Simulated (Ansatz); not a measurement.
Geometry optimisation, RKS PBE-D4/def2-SVP (Ansatz 0.2.0).

The input (input.yaml):

```yaml
crystal:
  periodic: [false, false, false]
  atoms:
    - { symbol: F, position_ang: [-1.8685, -0.3238, 0.2707] }
    - { symbol: C, position_ang: [-0.5883, -0.0578, -0.0701] }
    - { symbol: C, position_ang: [0.2424, -1.2398, -0.3313] }
    - { symbol: Cl, position_ang: [-0.3725, -2.2435, -1.5951] }
    - { symbol: O, position_ang: [-0.2954, 1.0908, -0.8743] }
    - { symbol: Si, position_ang: [0.2011, 1.4589, 0.6778] }
    - { symbol: H, position_ang: [1.3151, -0.9855, -0.6428] }
    - { symbol: H, position_ang: [0.3859, -1.841, 0.5771] }
    - { symbol: H, position_ang: [-0.6236, 2.568, 1.2608] }
    - { symbol: H, position_ang: [1.6869, 1.5225, 0.7303] }
basis:
  gaussian: { orbitals: def2-SVP }
hamiltonian:
  xc: pbe
  dispersion: d4
relax:
  f_tol: 0.02
  max_steps: 50
output:
  orbitals: {}
```

Run as:

```bash
$ ansatz run input.yaml --threads 2 --pin off --max-ram 3072MiB --backend cpu --events-out ev --progress --plain --runs-dir out
```

Question: Where does it end, and by what steps?

Answer: The run converged. After 7 steps the energy has fallen by 0.434 eV; H10 moved furthest, 0.33 Å.

```json
{"step": "0", "energy less start (eV)": "0.0000", "largest force component (eV/Å)": "2.273", "accepted": "yes"}
{"step": "1", "energy less start (eV)": "-0.3634", "largest force component (eV/Å)": "1.093", "accepted": "yes"}
{"step": "2", "energy less start (eV)": "-0.4172", "largest force component (eV/Å)": "0.333", "accepted": "yes"}
{"step": "3", "energy less start (eV)": "-0.4296", "largest force component (eV/Å)": "0.238", "accepted": "yes"}
{"step": "4", "energy less start (eV)": "-0.4334", "largest force component (eV/Å)": "0.108", "accepted": "yes"}
{"step": "5", "energy less start (eV)": "-0.4336", "largest force component (eV/Å)": "0.104", "accepted": "yes"}
{"step": "6", "energy less start (eV)": "-0.4342", "largest force component (eV/Å)": "0.042", "accepted": "yes"}
{"step": "7", "energy less start (eV)": "-0.4345", "largest force component (eV/Å)": "0.007", "accepted": "yes"}
```

```xyz
10
Properties=species:S:1:pos:R:3
F -1.805 -0.336 0.325
C -0.496 -0.060 0.020
C 0.267 -1.320 -0.293
Cl -0.347 -2.121 -1.791
O -0.375 0.996 -0.915
Si 0.240 1.547 0.611
H 1.338 -1.092 -0.451
H 0.162 -2.040 0.541
H -0.609 2.541 1.332
H 1.709 1.834 0.623
```

Time of the run: 7.5 s on 2 threads of AMD EPYC 9R45 96-Core Processor (Zen 5), on a shared host, peak memory 0.2 GiB.
